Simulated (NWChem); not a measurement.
AlSiH$_{3}$F$_{2}$; SMILES [F][Al]([F])[SiH3]

Results from NWChem. Geometry: optimised at PBE0/def2-SVP. Ions are spin-unrestricted doublets at the neutral geometry; other ion states weren't tried.

### Question
What does the run give for PBE0/def2-SVP? Quantities: vertical ionisation energy, ΔSCF (eV); −ε(HOMO) (eV).

### Answer
The vertical ionisation energy, ΔSCF (eV) is 10.98. The −ε(HOMO) (eV) comes out as 8.72.
